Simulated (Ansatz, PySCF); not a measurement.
Ligands exchanged one at a time, Ge CH3-OCH3. All species are isolated molecules in the gas phase. One relaxed conformer stands for each flexible species; it need not be the lowest. Strings in code marks are SMILES.

Quantity: redistribution energy (mixed species minus the weighted end members), in eV.

Level 1: B3LYP/6-31G* // B3LYP-D3(BJ)/def2-SVP (PySCF)
Level 2: BP86/6-31G* // B3LYP-D3(BJ)/def2-SVP (PySCF)
Level 3: PBE/6-31G* // B3LYP-D3(BJ)/def2-SVP (PySCF)
Level 4: HF/cc-pVDZ // B3LYP-D3(BJ)/def2-SVP (Ansatz, a quantum-chemistry and plane-wave program)

| species | level 1 | level 2 | level 3 | level 4 |
|---|---|---|---|---|
| 3 of 4 CH3 replaced by OCH3: `C[O][Ge]([CH3])([O]C)[O]C` | ___ | -0.105 | ___ | -0.072 |
| 1 of 4 CH3 replaced by OCH3: `[Ge]([O]C)([CH3])([CH3])[CH3]` (C–O–Ge–C torsion 60°) | ___ | -0.033 | -0.039 | -0.007 |
| 2 of 4 CH3 replaced by OCH3: `C[O][Ge]([CH3])([CH3])[O]C` (C–O–Ge–O torsion -55°, O–Ge–O–C torsion 169°) | -0.047 | -0.049 | -0.056 | -0.016 |

**Question.** What belongs in the gaps?

**Answer.** 
- 3 of 4 CH3 replaced by OCH3: `C[O][Ge]([CH3])([O]C)[O]C`, level 1: -0.103
- 3 of 4 CH3 replaced by OCH3: `C[O][Ge]([CH3])([O]C)[O]C`, level 3: -0.117
- 1 of 4 CH3 replaced by OCH3: `[Ge]([O]C)([CH3])([CH3])[CH3]` (C–O–Ge–C torsion 60°), level 1: -0.032
